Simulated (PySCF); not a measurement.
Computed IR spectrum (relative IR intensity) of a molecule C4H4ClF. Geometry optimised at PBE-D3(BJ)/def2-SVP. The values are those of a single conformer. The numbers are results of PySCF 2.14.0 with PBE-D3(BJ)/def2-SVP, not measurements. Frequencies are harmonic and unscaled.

Lines under 2 % of the strongest are left out, and lines within 2 cm⁻¹ are merged.

```json
[
 {"ν (cm⁻¹)": "560", "relative intensity": "9.2"},
 {"ν (cm⁻¹)": "675", "relative intensity": "11"},
 {"ν (cm⁻¹)": "892", "relative intensity": "3.3"},
 {"ν (cm⁻¹)": "1016", "relative intensity": "62"},
 {"ν (cm⁻¹)": "1098", "relative intensity": "14"},
 {"ν (cm⁻¹)": "1130", "relative intensity": "6.9"},
 {"ν (cm⁻¹)": "1198", "relative intensity": "14"},
 {"ν (cm⁻¹)": "1308", "relative intensity": "100"},
 {"ν (cm⁻¹)": "1730", "relative intensity": "77"},
 {"ν (cm⁻¹)": "2984", "relative intensity": "21"},
 {"ν (cm⁻¹)": "2991", "relative intensity": "20"},
 {"ν (cm⁻¹)": "3043", "relative intensity": "2.3"},
 {"ν (cm⁻¹)": "3054", "relative intensity": "14"}
]
```

Question: Pick the molecule that these values belong to.
(A) F[C@H]1C=C(Cl)C1
(B) C=C(F)C(=C)Cl
(C) F/C=C\C=C/Cl
(D) FC1=C(Cl)CC1

Answer: D, FC1=C(Cl)CC1
